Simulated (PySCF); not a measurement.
# Energy of Rh+ (rhodium, charge +1) between two integer charges

The 4d beta orbital of [Kr] 4d8 is emptied in steps (occupation f), with all orbitals relaxed, ending at [Kr] 4d7. All numbers are calculated (PySCF 2.14, a scalar-relativistic core potential, in def2-TZVP with the def2 core potential (28 electrons) (6s4p3d1f, 40 functions)). The exact energy is a straight line in f; departures are measured from the line between the end points of the same method.

```csv
f,UHF (eV),LDA (eV),PBE (eV)
1,0.000,0.000,0.000
0.9,0.163,-0.517,-0.504
0.7,0.367,-1.216,-1.184
0.5,0.421,-1.459,-1.419
0.3,0.341,-1.235,-1.199
0.1,0.141,-0.533,-0.517
0,0.000,0.000,0.000
```

```csv
method,E(f=0) − E(f=1) (eV),−ε at f=1 (eV),−ε at f=0.5 (eV)
UHF,16.541,18.394,16.464
LDA,18.910,13.196,18.853
PBE,18.611,13.036,18.565
```

Orbital energy along the path (eV):

| f | UHF | LDA | PBE |
| --- | --- | --- | --- |
| 1 | -18.394 | -13.196 | -13.036 |
| 0.9 | -17.962 | -14.295 | -14.115 |
| 0.7 | -17.170 | -16.543 | -16.315 |
| 0.5 | -16.464 | -18.853 | -18.565 |
| 0.3 | -15.832 | -21.217 | -20.859 |
| 0.1 | -15.264 | -23.630 | -23.191 |
| 0 | -15.001 | -24.851 | -24.366 |

Reference removal energy between the ground levels: 18.08 eV (semi-empirical (NIST evaluation); NIST Atomic Spectra Database, ionization energies). The calculation has no spin-orbit coupling. The determinant left behind need not be the lowest term of the ion. UHF lacks correlation.
